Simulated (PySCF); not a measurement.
Ga(H)(Me)(OMe) (C₂H₇GaO), SMILES C[O][GaH][CH3]. Atoms are numbered in the order given.

```xyz
11

Ga    -0.3612    -0.3881     0.0000
H     -1.9040    -0.1256     0.0000
C      0.6725    -2.0393     0.0000
H      0.4386    -2.6494     0.8871
H      0.4386    -2.6494    -0.8871
H      1.7481    -1.8098     0.0000
O      0.6533     1.0871     0.0000
C      0.1764     2.4053     0.0000
H      0.5438     2.9493    -0.8905
H      0.5438     2.9493     0.8905
H     -0.9308     2.4749     0.0000
```

Geometry optimised at r2SCAN-D4/def2-SVP. The structure was generated by enumeration; whether it is a known compound was not checked. The values are those of a single conformer.

Calculation: IEF-PCM-B3LYP/def2-SVP (PySCF).

The values are the electrostatic part of the solvation free energy, E(continuum) − E(gas) at the gas-phase geometry, in a cavity of scaled van der Waals radii (PySCF's table); cavitation and dispersion terms are not included. A continuum can't describe solvent molecules that bind to the metal. In vacuum the orbital gap is 6.37 eV. The dipole moment in vacuum is 0.94 D.

Question: Estimate the values in water (ε = 78.36), benzene (ε = 2.27), methanol (ε = 32.61). (Estimate from the structure and the level; the computed values follow.)

Answer: 
```
solvent       ε  ΔG(elec) (kcal/mol)  dipole (D)  gap (eV)
--------  -----  -------------------  ----------  --------
water     78.36                 -3.6        1.28      6.71
benzene    2.27                 -1.6        1.08      6.52
methanol  32.61                 -3.5        1.27      6.70
```
